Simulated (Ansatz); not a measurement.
**What each rung costs, and what it gives**

Saddle point of SiH₆O₄, closed shell (SiH₄O₃ ([OH][SiH]([OH])[OH]) + H₂O → SiH₄O₄ ([OH][Si]([OH])([OH])[OH]) + H₂; bonds formed: Si1–O7, H2–H6; bonds broken: Si1–H2, H6–O7), PBE0-D4/def2-TZVP structure:

| atom | x (Å) | y (Å) | z (Å) |
| --- | --- | --- | --- |
| Si1 | 0.0836 | -0.2290 | 0.0284 |
| H2 | 1.5088 | 0.7252 | -0.2214 |
| O3 | 0.6959 | -0.7538 | 1.4602 |
| O4 | -1.4723 | -0.7992 | 0.2023 |
| O5 | 0.3924 | -0.8393 | -1.4648 |
| H6 | 0.6787 | 1.5193 | -0.2961 |
| O7 | -0.4101 | 1.5421 | -0.0242 |
| H8 | 1.6033 | -0.4909 | 1.6230 |
| H9 | -1.7334 | -0.9685 | 1.1084 |
| H10 | -0.2789 | -1.4785 | -1.7233 |
| H11 | -1.0682 | 1.7723 | -0.6926 |

Barriers are electronic and count from the start structure reached by relaxing down the imaginary mode.

Computed with Ansatz 0.2.0 (basis: as named in each row); correlated methods freeze the cores. B3LYP uses VWN-RPA correlation. Extrapolation: Hartree–Fock as exp(−7.88 √X), correlation as X^−2.97.

Times are rough, for one single point on 8 threads of a shared host (Intel Xeon Platinum 8488C).

The estimate by CCSD(T) at an estimated basis limit (MP2 extrapolated from triple and quadruple zeta, plus CCSD(T) − MP2 in triple zeta) is 40.86 kcal/mol.

```json
{"method": "HF", "basis": "STO-3G", "time (s)": "under 1", "barrier (kcal/mol)": "66.00", "method less estimate": "25.14"}
{"method": "PBE-D4", "basis": "STO-3G", "time (s)": "under 1", "barrier (kcal/mol)": "29.70", "method less estimate": "-11.17"}
{"method": "SPW92", "basis": "def2-SVP", "time (s)": "under 1", "barrier (kcal/mol)": "26.95", "method less estimate": "-13.91"}
{"method": "B3LYP-D4", "basis": "6-31G", "time (s)": "under 1", "barrier (kcal/mol)": "45.49", "method less estimate": "4.63"}
{"method": "PBE-D4", "basis": "def2-SVP", "time (s)": "under 1", "barrier (kcal/mol)": "33.91", "method less estimate": "-6.95"}
{"method": "PBE0-D4", "basis": "def2-SVP", "time (s)": "under 1", "barrier (kcal/mol)": "37.45", "method less estimate": "-3.41"}
{"method": "SPW92", "basis": "def2-TZVPP", "time (s)": "under 1", "barrier (kcal/mol)": "28.05", "method less estimate": "-12.81"}
{"method": "BLYP-D4", "basis": "def2-TZVPP", "time (s)": "under 1", "barrier (kcal/mol)": "39.62", "method less estimate": "-1.24"}
{"method": "PBE-D4", "basis": "def2-TZVPP", "time (s)": "under 1", "barrier (kcal/mol)": "34.73", "method less estimate": "-6.13"}
{"method": "B3LYP-D4", "basis": "def2-TZVPP", "time (s)": "1", "barrier (kcal/mol)": "41.26", "method less estimate": "0.40"}
{"method": "BHLYP-D4", "basis": "def2-TZVPP", "time (s)": "1", "barrier (kcal/mol)": "44.54", "method less estimate": "3.67"}
{"method": "PBE0-D4", "basis": "def2-TZVPP", "time (s)": "1", "barrier (kcal/mol)": "37.44", "method less estimate": "-3.43"}
{"method": "r2SCAN-D4", "basis": "def2-TZVPP", "time (s)": "1", "barrier (kcal/mol)": "35.76", "method less estimate": "-5.10"}
{"method": "CAM-B3LYP-D4", "basis": "def2-TZVPP", "time (s)": "1", "barrier (kcal/mol)": "41.01", "method less estimate": "0.15"}
{"method": "r2SCAN0-D4", "basis": "def2-TZVPP", "time (s)": "2", "barrier (kcal/mol)": "37.97", "method less estimate": "-2.90"}
{"method": "wB97M-V", "basis": "def2-SVP", "time (s)": "2", "barrier (kcal/mol)": "37.79", "method less estimate": "-3.07"}
{"method": "B97M-V", "basis": "def2-TZVPP", "time (s)": "2", "barrier (kcal/mol)": "37.24", "method less estimate": "-3.62"}
{"method": "PBE-QIDH", "basis": "def2-TZVPP", "time (s)": "2", "barrier (kcal/mol)": "39.29", "method less estimate": "-1.57"}
{"method": "RPA on PBE", "basis": "def2-TZVPP", "time (s)": "2", "barrier (kcal/mol)": "40.74", "method less estimate": "-0.12"}
{"method": "wB97X-V", "basis": "def2-TZVPP", "time (s)": "3", "barrier (kcal/mol)": "39.66", "method less estimate": "-1.20"}
{"method": "B2PLYP", "basis": "def2-TZVPP", "time (s)": "3", "barrier (kcal/mol)": "41.59", "method less estimate": "0.73"}
{"method": "wB97M-V", "basis": "def2-TZVPP", "time (s)": "3", "barrier (kcal/mol)": "38.56", "method less estimate": "-2.30"}
{"method": "CCSD(T)", "basis": "def2-SVP", "time (s)": "3", "barrier (kcal/mol)": "43.84", "method less estimate": "2.97"}
{"method": "MP2", "basis": "def2-QZVPP", "time (s)": "10", "barrier (kcal/mol)": "39.93", "method less estimate": "-0.93"}
{"method": "CCSD(T)", "basis": "def2-TZVPP", "time (s)": "57", "barrier (kcal/mol)": "40.94", "method less estimate": "0.08"}
```

All methods are single points on the PBE0-D4 structures.

The T1 diagnostic stays at or below 0.012.

Labels in which every atom is bracketed show which atoms are joined, not bond orders.
